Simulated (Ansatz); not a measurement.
Cost and result for the atomization energy of CH7BSi2, SMILES `BC1[SiH2][SiH2]1` (11 atoms, 11 bonds).

```xyz
11

B    -0.0065   -1.5832   -0.1901
C     0.3639   -0.3657    0.6214
Si   -0.8621    1.0381    0.8561
Si    0.4746    0.8507   -0.9270
H     0.7365   -2.5194   -0.2744
H    -1.0400   -1.6061   -0.8050
H     1.2771   -0.3870    1.2135
H    -0.5015    2.0344    1.8891
H    -2.2986    0.6897    0.8286
H     0.0848    0.2860   -2.2377
H     1.7719    1.5627   -0.9744
```

Charge 0, multiplicity 1. The geometry is a stationary point of PBE0-D4/def2-TZVP. Program: Ansatz. All runs use 2 threads of an Arm Neoverse V2 on a shared host. Times are those of one run each, without the atoms' runs, and a repeat can differ threefold. Electronic energies, without spin–orbit coupling; frozen cores. CCSD(T)/CBS adds CCSD(T) − MP2 in def2-TZVPP to the MP2 limit, and its time is that of the two runs behind it. T1 = 0.014. B3LYP takes the VWN-RPA correlation (the form of Gaussian; ORCA's B3LYP/G). HSE06 is the plane-wave form, built on full-range PBE exchange.

CCSD(T)/CBS is a level of theory with its own doubt, some kJ/mol a heavy atom from the limit and from the frozen cores, so smaller differences don't rank the functionals.

| level | functions | wall time | atomization (kJ/mol) | difference from CCSD(T)/CBS | per bond |
| --- | --- | --- | --- | --- | --- |
| LDA (SPW92)/def2-TZVPP | 244 | 1.9 s | 4066.9 | 441.4 | 40.1 |
| revPBE-D4/def2-TZVPP | 244 | 3.2 s | 3593.2 | -32.3 | -2.9 |
| BLYP-D4/def2-TZVPP | 244 | 3.5 s | 3595.8 | -29.7 | -2.7 |
| CCSD(T)/def2-SVP | 99 | 3.7 s | 3421.2 | -204.3 | -18.6 |
| BHLYP-D4/def2-TZVPP | 244 | 4.6 s | 3584.7 | -40.8 | -3.7 |
| HSE06-D4/def2-TZVPP | 244 | 4.9 s | 3638.3 | 12.8 | 1.2 |
| r2SCAN-D4/def2-TZVPP (with forces) | 244 | 7.5 s | 3659.2 | 33.7 | 3.1 |
| B3LYP-D4/def2-TZVPP (with forces) | 244 | 7.5 s | 3633.6 | 8.1 | 0.7 |
| r2SCANh-D4/def2-TZVPP | 244 | 8 s | 3647.6 | 22.1 | 2.0 |
| B97M-V/def2-TZVPP | 244 | 15 s | 3671.1 | 45.6 | 4.1 |
| MP2/def2-QZVPP | 464 | 31 s | 3606.2 | -19.3 | -1.8 |
| CCSD(T)/def2-TZVPP | 244 | 7.1 min | 3539.3 | -86.2 | -7.8 |
| CCSD(T)/CBS(def2) | – | 7.6 min | 3625.5 | 0.0 | 0.0 |

In def2-TZVPP, CCSD(T) changes the Hartree–Fock value by +772.2 kJ/mol (the triples alone add +44.1 kJ/mol) and MP2 by +788.0 kJ/mol; breaking electron pairs costs correlation energy, which Hartree–Fock lacks. The D4 term adds +41.2 kJ/mol with B3LYP and +21.3 kJ/mol with PBE0; it sums over pairs of atoms, weighted by their polarisabilities, and B3LYP, whose exchange is more repulsive, gets the larger term. From PBE to PBE0 (25 % exact exchange), in def2-TZVPP and without D4, the atomization energy moves by −14.3 kJ/mol: exact exchange takes away binding that semilocal exchange gives to molecules.
